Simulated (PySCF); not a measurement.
**Electrostatic potential from atomic charges**

Species: `C=N[Si@@](N)(P)n1cccc1`. Coordinates (GFN2-xTB, Å) and charges (e) from the PBE0/pcSseg-1 density (PySCF):

```csv
atom,x,y,z,Mulliken,IAO,Hirshfeld,ESP-fitted
C1,-1.798,1.440,-1.485,+0.0517,-0.0673,+0.0343,+0.2386
N2,-2.036,0.766,-0.459,-0.5623,-0.5348,-0.2414,-0.5991
Si3,-1.017,-0.270,0.484,+1.0237,+1.1834,+0.4261,+0.7089
N4,-1.309,0.279,2.091,-0.6029,-0.8413,-0.3130,-0.9937
P5,-1.447,-2.447,0.098,-0.2793,-0.1467,-0.0245,-0.4292
N6,0.702,-0.079,0.188,-0.7043,-0.3593,-0.1126,+0.2489
C7,1.378,1.110,0.233,+0.1319,-0.1154,-0.0365,-0.3532
C8,2.677,0.904,-0.115,-0.1506,-0.2193,-0.0969,-0.2371
C9,2.816,-0.477,-0.391,-0.1678,-0.2212,-0.0989,-0.1691
C10,1.593,-1.043,-0.198,+0.1186,-0.1144,-0.0433,-0.3573
H11,-2.609,1.998,-1.945,+0.1183,+0.1432,+0.0514,+0.0598
H12,-0.819,1.525,-1.964,+0.1129,+0.1173,+0.0457,+0.0283
H13,-0.896,-0.231,2.854,+0.1975,+0.2691,+0.1207,+0.3866
H14,-2.245,0.567,2.327,+0.1998,+0.2744,+0.1198,+0.4096
H15,-2.817,-2.294,0.203,+0.0750,+0.0093,-0.0050,+0.1476
H16,-1.481,-2.343,-1.283,+0.0649,+0.0042,-0.0071,+0.1295
H17,0.865,2.006,0.521,+0.0963,+0.1572,+0.0484,+0.2296
H18,3.452,1.644,-0.171,+0.0745,+0.1554,+0.0477,+0.1826
H19,3.713,-0.980,-0.694,+0.0744,+0.1558,+0.0476,+0.1681
H20,1.274,-2.065,-0.298,+0.1279,+0.1505,+0.0369,+0.2004
```

Points outside the species (Å): A (5.5, -3.5, 0.7); B (1.0, -4.0, 1.8); C (-4.7, -5.3, 0.4); D (-4.6, 0.1, -4.9).

Q: Find the potential V = 14.3996 V·Å × Σ q/r of each set of charges at these points.

A: In volts:

| point | nearest atom | distance (Å) | Mulliken | IAO | Hirshfeld | ESP-fitted |
| --- | --- | --- | --- | --- | --- | --- |
| A | H19 | 3.39 | -0.099 | -0.091 | -0.124 | -0.108 |
| B | H20 | 2.87 | -0.035 | +0.142 | +0.036 | -0.219 |
| C | H15 | 3.55 | +0.032 | +0.083 | +0.055 | -0.003 |
| D | H11 | 4.04 | +0.126 | +0.078 | +0.069 | +0.111 |

Q: How far are the other sets from the ESP-fitted one at these points?

A: Root-mean-square difference: Mulliken 0.094 V, Hirshfeld 0.133 V, IAO 0.186 V. The ESP scheme is a least-squares fit of atom-centred charges to the potential on four shells outside the van der Waals surface, with the total charge fixed.

Q: What energy would a point charge of -2 e have at B in the field of the ESP charges, leaving out polarisation?

A: +0.438 eV = +42.2 kJ/mol, a repulsion.

Isolated species at its GFN2-xTB geometry (one conformer only).

The run behind these numbers computed NMR shieldings as well. The run took 1.7 min wall on one thread of an Arm Neoverse N1, shared host, and the process peaked at 1.1 GiB of memory.

The values belong to the conformer `[CH2:1]=[N:2][Si@@:3]([NH2:4])([PH2:5])[n:6]1[cH:7][cH:8][cH:9][cH:10]1`: C1–N2–Si3–N4 131°, N2–Si3–N6–C7 53°, H–N4–Si3–N2 174°, H–N4–Si3–N2 37°, H–P5–Si3–N2 -47°, H–P5–Si3–N2 46°.
